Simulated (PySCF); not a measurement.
**Computed spin Hamiltonian**

C₆H₇FN (doublet state).
Geometry (GFN2-xTB, Å), atoms numbered from 1 in this order:
```
atom  x, y, z in Å
N1     1.9963   -0.7202    0.6310
C2     1.6746   -0.4256   -0.5518
C3     0.5306    0.4457   -0.8191
C4     0.0647    1.4001    0.2572
F5    -0.3678    2.6320   -0.1281
C6    -0.7689    0.2193   -0.0449
C7    -2.0932   -0.1736   -0.3400
C8    -1.3701   -0.9463    0.6866
H9     2.7986   -1.3368    0.7241
H10    2.1896   -0.7880   -1.4532
H11    0.4046    0.7702   -1.8442
H12    0.6199    1.4463    1.1859
H13   -3.0493    0.2630   -0.5016
H14   -1.6272   -0.8413    1.7360
H15   -1.0069   -1.9367    0.4402
```

The hyperfine couplings belong to this conformer and change with its torsions.

Identity: `[CH]1C[C@]12[C@H](F)[C@H]2/C=N/[H]` [radical].

Computed with PySCF 2.14.0, UKS B3LYP, pcH-1 on C F H N, non-relativistic, mean-field spin-orbit, GIAO. Geometry: GFN2-xTB, one conformer, isolated molecule. A GFN2-xTB geometry isn't a minimum of the functional, and hyperfine couplings can be far from their values at a DFT geometry. The SCF solution wasn't tested for stability.

```
g1, g2, g3        : 2.00235, 2.00281, 2.00317
g_iso             : 2.00278
Form of g         : rhombic: the two nearest values differ by 44 % of g3 − g1
⟨S²⟩              : 0.7547 (exact 0.7500)
α and β electrons : 30, 29
Basis functions   : 270
```

Isotropic coupling and dipolar principal values T1 to T3, in MHz:

| atom | isotope | a_iso | T1 | T2 | T3 | Mulliken spin population |
| --- | --- | --- | --- | --- | --- | --- |
| N1 | 14N | 0.9 | -1.6 | -1.3 | 2.9 | 0.03 |
| C2 | 13C | -2.6 | -2.3 | 0.5 | 1.8 | -0.01 |
| C3 | 13C | 39.0 | -8.8 | -8.7 | 17.4 | 0.08 |
| C4 | 13C | 23.1 | -6.6 | -6.0 | 12.6 | 0.05 |
| F5 | 19F | -0.8 | -12.2 | -8.0 | 20.2 | 0.00 |
| C6 | 13C | -35.7 | -6.5 | -1.5 | 7.9 | -0.07 |
| C7 | 13C | 189.5 | -75.8 | -71.0 | 146.7 | 0.94 |
| C8 | 13C | -21.6 | -4.0 | 0.6 | 3.4 | -0.06 |
| H9 | 1H | -2.1 | -2.4 | -0.8 | 3.1 | 0.00 |
| H10 | 1H | 2.3 | -1.3 | -0.9 | 2.2 | 0.00 |
| H11 | 1H | -4.4 | -5.5 | -0.2 | 5.7 | 0.00 |
| H12 | 1H | 13.0 | -3.3 | -0.9 | 4.1 | 0.01 |
| H13 | 1H | -33.2 | -34.3 | -2.0 | 36.3 | -0.02 |
| H14 | 1H | 63.0 | -4.5 | -2.3 | 6.8 | 0.03 |
| H15 | 1H | 83.0 | -5.4 | -3.8 | 9.2 | 0.03 |

The Mulliken spin populations are largest on C7 (+0.94), C3 (+0.08) and C6 (-0.07). C7 is the only atom above +0.15. The positive populations add up to 1.17 and the negative ones to -0.17, together 2S = 1. The angles at C7 add up to 341.8°, so it is pyramidal.

Axes: g3 points within 12° of the C7–H13 bond.

Under fast tumbling the dipolar parts average out, and these isotropic splittings remain (the largest six): 1 × 1H (H15, I = 1/2, 2 lines) with 2.96 mT, 1 × 1H (H14, I = 1/2, 2 lines) with 2.25 mT, 1 × 1H (H13, I = 1/2, 2 lines) with 1.19 mT, 1 × 1H (H12, I = 1/2, 2 lines) with 0.46 mT, 1 × 1H (H11, I = 1/2, 2 lines) with 0.16 mT and 1 × 1H (H10, I = 1/2, 2 lines) with 0.08 mT.

The 13C coupling of C7 (189.5 MHz) shows only in satellite lines or after enrichment, since that isotope makes up about 1.07 % of natural carbon.

The spin density at the nucleus, in bohr⁻³, is negative for C6 (-0.0318), C8 (-0.0192) and H13 (-0.0074), for instance. A restricted open-shell determinant has no negative spin density anywhere; here it arises because α and β orbitals differ (spin polarisation).
